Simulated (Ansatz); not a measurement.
The Sn1–O2 bond of SnO is stretched (multiplicity 1).


Correlated levels freeze the cores. Filled d and f shells under p-block atoms count as core.

The values were computed with Ansatz (Gaussian basis) for Hartree–Fock, density functionals and correlated methods. Each number belongs to the level named beside it. In def2 rows elements past Kr take small-core potentials, without spin–orbit coupling.

FIC-MRCISD+Q on CASSCF(10,8)/def2-TZVPP, total energies (hartree):

```json
[
 {"R (Å)": "1.832", "CASSCF": "-288.356155", "MRCISD": "-288.557449", "weight c² of the reference": "0.93974"},
 {"R (Å)": "3.206", "CASSCF": "-288.172739", "MRCISD": "-288.384187", "weight c² of the reference": "0.93021"},
 {"R (Å)": "7.327", "CASSCF": "-288.156204", "MRCISD": "-288.358327", "weight c² of the reference": "0.93374"}
]
```

### Question
Add the Davidson correction (E_MRCISD − E_CASSCF)(1 − c²)/c² and give the energies above the first point at the three levels.

### Answer

Corrections (hartree): -0.012908, -0.015863, -0.014344. Above the first point (kcal/mol):
- R = 3.206 Å: CASSCF 115.1, MRCISD 108.7, with the correction 106.9
- R = 7.327 Å: CASSCF 125.5, MRCISD 125.0, with the correction 124.0

Ansatz is an electronic-structure program.
